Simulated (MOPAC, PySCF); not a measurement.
C3H5N, SMILES `C=C[C]N` (lower singlet; C–C–C–N torsion 58°), neutral singlet in the gas phase. This singlet lies 1.05 eV below the relaxed triplet at the level B3LYP/cc-pVTZ // PBE0-D3(BJ)/def2-TZVP (Ansatz).

Cartesian coordinates (Å):
```xyz
9

C      1.3269     0.4112     0.2412
C      0.5730    -0.6943     0.2020
C     -0.7703    -0.7777     0.7312
N     -1.5923     0.0788     0.2023
H      0.9395     1.3443     0.6373
H      2.3743     0.3927    -0.0344
H      1.0166    -1.6356    -0.1147
H     -1.3286     0.7207    -0.5500
H     -2.5391     0.1598     0.5420
```
Charge 0, multiplicity 1.

All levels are single points at this geometry (PBE0-D3(BJ)/def2-TZVP); Pople sets use spherical d functions. Orbital energies aren't observables, and empty levels follow the basis.

```csv
level,HOMO (eV),LUMO (eV),gap (eV),dipole (D),"vertical IE, Delta-SCF (eV)"
PBE-D3(BJ)/def2-TZVP in PySCF,-4.59,-1.91,2.68,2.68,–
PBE0-D3(BJ)/def2-TZVP in PySCF,-5.78,-0.84,4.93,2.75,–
B3LYP/3-21G in PySCF,-4.83,-0.40,4.43,2.77,–
B3LYP/6-311+G** in PySCF,-5.67,-1.19,4.48,2.74,–
B3LYP/6-31G* in PySCF,-5.06,-0.49,4.56,2.60,7.66
BP86/6-31G* in PySCF,-4.15,-1.47,2.68,2.61,–
M06-2X/6-31G* in PySCF,-6.49,0.69,7.18,2.68,–
PBE/6-31G* in PySCF,-4.03,-1.38,2.65,2.61,7.55
AM1 in MOPAC,-8.73,0.68,9.41,2.85,–
```
